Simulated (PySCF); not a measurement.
**Mn (manganese, neutral): MN15 calculation**

Configuration: [Ar] 3d5 4s2, high-spin 6S determinant. Calculation: PySCF 2.14, in Sapporo-DKH3-DZP-2012; the spin-free X2C one-electron Hamiltonian (Gaussian nucleus).

```json
{
  "Total energy": "-1159.157 hartree",
  "One-electron energy": "-1594.645 hartree",
  "Hartree (Coulomb) energy": "488.687 hartree",
  "Exchange-correlation energy": "-53.198 hartree",
  "⟨S²⟩": "8.7518",
  "⟨L²⟩": "0.000",
  "Sum of ⟨r⟩": "21.61 bohr",
  "Sum of ⟨r²⟩": "41.12 bohr²",
  "Langevin diamagnetic susceptibility": "-32.6 ×10⁻⁶ cm³/mol",
  "Time after the integrals": "1.7 s of wall time on 1 thread of Neoverse-V2 (shared host)"
}
```

| shell | electrons | mean orbital energy (hartree) | rms radius, mean of both spins (bohr) |
| --- | --- | --- | --- |
| 1s β | 1 | -235.88712 | 0.0704 |
| 1s α | 1 | -235.88330 | 0.0704 |
| 2s α | 1 | -27.08190 | 0.306 |
| 2s β | 1 | -27.05476 | 0.306 |
| 2p α | 3 | -23.31669 | 0.274 |
| 2p β | 3 | -23.27755 | 0.274 |
| 3s α | 1 | -3.26309 | 0.927 |
| 3s β | 1 | -3.16377 | 0.927 |
| 3p α | 3 | -2.20399 | 0.986 |
| 3p β | 3 | -2.05219 | 0.986 |
| 3d α | 5 | -0.41905 | 1.37 |
| 4s α | 1 | -0.24644 | 3.43 |
| 4s β | 1 | -0.21623 | 3.43 |

Densities and radii are taken from the X2C orbitals without a picture-change correction, which distorts them close to the nucleus.
